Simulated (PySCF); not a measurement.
**Fractional electron number in W (tungsten, neutral)**

The 6s beta orbital of [Xe] 4f14 5d4 6s2 is emptied in steps (occupation f), with all orbitals relaxed, ending at [Xe] 4f14 5d4 6s1. All numbers are calculated (PySCF 2.14, a scalar-relativistic core potential, in aug-cc-pVDZ-PP with ECP60MDF). The exact energy is a straight line in f; departures are measured from the line between the end points of the same method.

```tsv
f	BHandHLYP (eV)	CAM-B3LYP (eV)
1	0.000	0.000
0.8	-0.243	-0.193
0.6	-0.369	-0.295
0.4	-0.375	-0.302
0.2	-0.254	-0.208
0	0.000	0.000
```

| method | E(f=0) − E(f=1) (eV) | −ε at f=1 (eV) | −ε at f=0.4 (eV) |
| --- | --- | --- | --- |
| BHandHLYP | 7.507 | 6.010 | 7.789 |
| CAM-B3LYP | 7.736 | 6.552 | 7.948 |

Orbital energy along the path (eV):

```csv
f,BHandHLYP,CAM-B3LYP
1,-6.010,-6.552
0.8,-6.579,-6.994
0.6,-7.171,-7.457
0.4,-7.789,-7.948
0.2,-8.443,-8.481
0,-9.065,-9.070
```

Reference removal energy between the ground levels: 7.864 eV (measured; NIST Atomic Spectra Database, ionization energies). The calculation has no spin-orbit coupling.
